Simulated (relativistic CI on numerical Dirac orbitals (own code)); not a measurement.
# One change at a time: Xe XLIV

Base calculation: Dirac-Coulomb-Breit CI, orbitals from a KLI potential per configuration, model QED, unscaled Slater integrals.

Configuration list (outside the closed core [Ne]): 3s, 3p, 3d, 4s, 4p, 4d, 4f, 5s, 5p, 5d, 5f, 5g, 6s, 6p, 6d. Levels of other configurations are missing.

The lowest level and the first level of each name with at least 55 % of one term (blank where a level has no safe partner in the second run):

```csv
Level,Base (eV),Shift (eV)
3s 2S_1/2,0.00,0.00
3p 2P°_1/2,100.19,+0.12
3p 2P°_3/2,186.24,+0.12
3d 2D_3/2,312.99,-0.24
3d 2D_5/2,332.21,-0.24
4s 2S_1/2,1519.55,-0.24
4p 2P°_1/2,1560.96,-0.19
4p 2P°_3/2,1595.96,-0.19
4d 2D_3/2,1643.90,-0.30
4d 2D_5/2,1652.26,-0.30
4f 2F°_5/2,1677.60,+0.12
4f 2F°_7/2,1681.17,+0.12
5s 2S_1/2,2194.51,-0.07
5p 2P°_1/2,2215.34,-0.05
5p 2P°_3/2,2232.91,-0.05
5d 2D_3/2,2256.35,-0.13
5d 2D_5/2,2260.67,-0.13
5f 2F°_5/2,2273.20,-0.03
5f 2F°_7/2,2275.03,-0.03
5g 2G_7/2,2276.70,-0.22
5g 2G_9/2,2277.79,-0.22
6s 2S_1/2,2552.31,+0.03
```

At this charge energies of transitions that change n are usually good to better than 1 %, and those within a shell (Δn = 0) to a few per cent.

One thing was changed in a second run, which moved the levels as shown. Which?
A. QED terms removed
B. P86 correlation estimate
C. configuration mixing switched off
D. Breit term removed

B. P86 correlation estimate. A correlation estimate moves all levels of a configuration together before mixing; mixed levels move by a weighted share.
